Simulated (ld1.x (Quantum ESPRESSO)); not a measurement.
Configuration tests for Pd (TM)

ld1.x (Quantum ESPRESSO) 7.5 input, shortened:

```
&input
   title='Pd', zed=46., rel=1, dft='PBESOL', iswitch=3,
   config='[Kr] 4d10 5s0 5p-2'
 /
 &inputp
   pseudotype=2, tm=.true., lloc=0,
   nlcc=.false.
 /
3
5P  2  1  -2.00   0.10  1.95  1.95  0.0
4D  3  2  10.00   0.00  1.60  1.60  0.0
5S  1  0   0.00   0.00  2.30  2.30  0.0
 &test
   configts(1)='4d10 5s0'
 /
```

Energies are relative to the spin-unpolarised reference configuration 4d10 5s0; without spin polarisation the order of configurations can differ from experiment.

```json
{"valence configuration": "4d9 5s0", "charge": "+1", "ΔE all-electron (eV)": "9.120", "error AE − PS (meV)": "-56"}
{"valence configuration": "4d8 5s0", "charge": "+2", "ΔE all-electron (eV)": "29.938", "error AE − PS (meV)": "-349"}
{"valence configuration": "4d7 5s0", "charge": "+3", "ΔE all-electron (eV)": "64.286", "error AE − PS (meV)": "-1042"}
{"valence configuration": "4d8 5s1", "charge": "+1", "ΔE all-electron (eV)": "13.664", "error AE − PS (meV)": "-363"}
{"valence configuration": "4d9 5s1", "charge": "0", "ΔE all-electron (eV)": "1.511", "error AE − PS (meV)": "-83"}
{"valence configuration": "4d6 5s0", "charge": "+4", "ΔE all-electron (eV)": "113.610", "error AE − PS (meV)": "-2206"}
```

(1) What are ΔE and the potential's error for 4d9.5 5s0?

Note: ghost state, extra bound levels that the all-electron valence spectrum of the same l lacks: p at -69.3 eV. A true bound ghost makes a file unfit for plane-wave use.

Results:

(1) ΔE = 3.236 eV all-electron; the error (AE − PS) is -9.9 meV.

ld1.x printed “convergence not achieved” for 2 of the counted tests; their residual had stalled under 1e-8, short of the target of 1e-14.
